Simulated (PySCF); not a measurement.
BeH₂SSe, SMILES [SeH][Be][SH].

The structure is a stationary point at B3LYP-D3(BJ)/def2-TZVP. The values are those of a single conformer.

Method: B3LYP-D3(BJ)/def2-TZVP run with PySCF.

Frequencies are harmonic and unscaled.

Estimate the vibrational spectrum. (Estimate from the structure and the level; the computed values follow.)


```json
[
 {"mode": "1", "ν (cm⁻¹)": "185", "IR (km/mol)": "19.8", "moving atoms (share of kinetic energy)": "Be 78 %, H 13 %"},
 {"mode": "2", "ν (cm⁻¹)": "187", "IR (km/mol)": "20.3", "moving atoms (share of kinetic energy)": "Be 78 %, H 15 %"},
 {"mode": "3", "ν (cm⁻¹)": "207", "IR (km/mol)": "6.1", "moving atoms (share of kinetic energy)": "H 96 %"},
 {"mode": "4", "ν (cm⁻¹)": "287", "IR (km/mol)": "0.1", "moving atoms (share of kinetic energy)": "S 62 %, Se 32 %"},
 {"mode": "5", "ν (cm⁻¹)": "576", "IR (km/mol)": "0.6", "moving atoms (share of kinetic energy)": "H 85 %, Be 12 %"},
 {"mode": "6", "ν (cm⁻¹)": "641", "IR (km/mol)": "0.1", "moving atoms (share of kinetic energy)": "H 84 %, Be 11 %"},
 {"mode": "7", "ν (cm⁻¹)": "977", "IR (km/mol)": "264.1", "moving atoms (share of kinetic energy)": "Be 90 %, S 8 %"},
 {"mode": "8", "ν (cm⁻¹)": "2392", "IR (km/mol)": "4.9", "moving atoms (share of kinetic energy)": "H 99 %"},
 {"mode": "9", "ν (cm⁻¹)": "2658", "IR (km/mol)": "2.0", "moving atoms (share of kinetic energy)": "H 97 %"}
]
```
